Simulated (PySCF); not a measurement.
Si(F)2(SiH3)2 (F2H6Si3), SMILES F[Si](F)([SiH3])[SiH3]. Atoms are numbered in the order given.

```xyz
11

F      0.0000     1.3058    -1.3669
Si     0.0000     0.0000    -0.3916
F      0.0000    -1.3058    -1.3669
Si     1.9833     0.0000     0.8366
Si    -1.9833     0.0000     0.8366
H      2.0124    -1.2147     1.7026
H      2.0124     1.2147     1.7026
H      3.1633     0.0000    -0.0736
H     -3.1633     0.0000    -0.0736
H     -2.0124    -1.2147     1.7026
H     -2.0124     1.2147     1.7026
```
Charge 0, spin multiplicity 1.

Coordinates come from a ωB97X-D3(BJ)/def2-SVP optimisation.

Computed with PySCF 2.14.0 with TDA-PBE0/def2-SVPD.

Vertical excitations. Isolated molecule, no solvent. State labels are in the subgroup C2v.

```json
[
 {"state": "S1", "symmetry": "A2", "energy (eV)": "5.92", "λ (nm)": "209", "f": "0.000", "main pairs": "HOMO→LUMO+1 98 %"},
 {"state": "S2", "symmetry": "B1", "energy (eV)": "5.95", "λ (nm)": "208", "f": "0.126", "main pairs": "HOMO→LUMO 95 %"},
 {"state": "S3", "symmetry": "B1", "energy (eV)": "7.14", "λ (nm)": "174", "f": "0.019", "main pairs": "HOMO→LUMO+2 77 %, HOMO→LUMO+3 22 %"},
 {"state": "S4", "symmetry": "B1", "energy (eV)": "7.34", "λ (nm)": "169", "f": "0.538", "main pairs": "HOMO→LUMO+3 70 %, HOMO→LUMO+2 22 %"},
 {"state": "S5", "symmetry": "B2", "energy (eV)": "7.62", "λ (nm)": "163", "f": "0.004", "main pairs": "HOMO→LUMO+5 93 %"},
 {"state": "S6", "symmetry": "A1", "energy (eV)": "7.81", "λ (nm)": "159", "f": "0.025", "main pairs": "HOMO→LUMO+4 91 %"},
 {"state": "S7", "symmetry": "A2", "energy (eV)": "7.92", "λ (nm)": "157", "f": "0.000", "main pairs": "HOMO−2→LUMO 85 %"},
 {"state": "S8", "symmetry": "A1", "energy (eV)": "7.98", "λ (nm)": "155", "f": "0.001", "main pairs": "HOMO−1→LUMO 87 %"},
 {"state": "S9", "symmetry": "B2", "energy (eV)": "8.02", "λ (nm)": "155", "f": "0.000", "main pairs": "HOMO−4→LUMO 77 %, HOMO−1→LUMO+1 19 %"},
 {"state": "S10", "symmetry": "A2", "energy (eV)": "8.03", "λ (nm)": "154", "f": "0.000", "main pairs": "HOMO→LUMO+7 96 %"},
 {"state": "T1", "symmetry": "B1", "energy (eV)": "4.99", "λ (nm)": "248", "f": "0", "main pairs": "HOMO→LUMO 97 %"},
 {"state": "T2", "symmetry": "A2", "energy (eV)": "5.18", "λ (nm)": "239", "f": "0", "main pairs": "HOMO→LUMO+1 97 %"},
 {"state": "T3", "symmetry": "B1", "energy (eV)": "6.49", "λ (nm)": "191", "f": "0", "main pairs": "HOMO→LUMO+3 86 %"},
 {"state": "T4", "symmetry": "B2", "energy (eV)": "6.79", "λ (nm)": "183", "f": "0", "main pairs": "HOMO→LUMO+5 60 %, HOMO−1→LUMO+1 25 %, HOMO−5→LUMO+1 10 %"}
]
```
Triplets are in the Tamm–Dancoff approximation.
